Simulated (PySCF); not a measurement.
A structure optimised at PBE-D3(BJ)/def2-SVP, used in a PySCF frequency run:

```xyz
11

Sn     0.0000     0.0000    -0.3103
C      1.7798     0.0000     0.9363
C     -1.7798     0.0000     0.9363
H      0.0000    -1.4087    -1.3244
H      0.0000     1.4087    -1.3244
H      1.7882     0.9011     1.5792
H      2.6888     0.0000     0.3051
H      1.7882    -0.9011     1.5792
H     -2.6888     0.0000     0.3051
H     -1.7882     0.9011     1.5792
H     -1.7882    -0.9011     1.5792
```
Charge 0, spin multiplicity 1.

Q: Write its SMILES, formula and point group.

A: [CH3][SnH2][CH3], C2H8Sn, C2v

Q: What are its rotational constants (standard atomic weights)?

A: 9.5584, 4.5598, 3.3882 GHz
